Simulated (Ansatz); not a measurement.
# Worked example: vertical energy of the triplet above the singlet of SeO2 (SMILES O=[Se]=O)

The species is SeO2 (3 atoms), meant as a singlet with charge 0. SMILES: `O=[Se]=O`. The shape comes from GFN2-xTB, which is rough for such elements, and wasn't checked as a minimum.

```xyz
3

O     0.4511   -1.2300    0.1014
Se   -0.5354   -0.0703   -0.2712
O     0.0844    1.3004    0.1698
```

Both states at this one shape; open shells run unrestricted unless said. 1 Eh = 27.2114 eV.

| level | program | singlet SeO2 (Eh) | triplet SeO2 (Eh) |
| --- | --- | --- | --- |
| r2SCAN/STO-3G | Ansatz | -2523.101528 | -2523.044434 |
| HSE06/STO-3G | Ansatz | -2522.684419 | -2522.647911 |
| wB97X/STO-3G | Ansatz | -2523.064776 | -2523.038549 |

Work out the vertical gap, second state less first, at each level.


1. r2SCAN/STO-3G: -2523.044434 − (-2523.101528) = 0.057094 Eh = 1.55 eV.
2. HSE06/STO-3G: -2522.647911 − (-2522.684419) = 0.036508 Eh = 0.99 eV.
3. wB97X/STO-3G: -2523.038549 − (-2523.064776) = 0.026227 Eh = 0.71 eV.

No measured value is set beside it here; the levels span 0.71 to 1.55 eV. Minimal sets are far from the basis-set limit. All-electron rows are non-relativistic unless named.
